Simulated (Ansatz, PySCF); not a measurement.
Reaction (SMILES): Br[C](Br)Br → Br[C]Br + Br atom (the Br-C bond at the site shown breaks; other sites are not compared here)
Geometries: B3LYP-D3(BJ)/def2-TZVP minima from Ansatz (an electronic-structure program). Frequencies are from Ansatz or PySCF. Unstable Hartree-Fock reference: Br[C]Br. High T1 diagnostic, so coupled cluster is less sure: Br[C]Br.

Wanted: bond dissociation energy (0 K, with B3LYP-D3(BJ) harmonic zero-point energies), in eV. Valence correlation only, unless marked. UHF or UKS for open shells. Spin-orbit coupling is left out. The frozen core is the preceding noble-gas configuration, with the filled d and f shells of earlier blocks. No relativistic terms. CBS(X,Y): correlation extrapolated as X^-3; Hartree-Fock from the larger set.

CCSD(T)/CBS(cc-pVTZ,cc-pVQZ) (Ansatz) gives 2.46 eV.

Question: Another calculation gave 2.39 eV. Which level was it?
A. PBE-QIDH/def2-TZVPD (Ansatz)
B. BHLYP/def2-TZVPD (Ansatz)
C. HF/def2-TZVPD (PySCF)
D. wB97X/def2-TZVPD (Ansatz)

Answer: B, BHLYP/def2-TZVPD (Ansatz). The others give 2.60 (wB97X), 1.97 (HF), 2.72 (PBE-QIDH) eV.
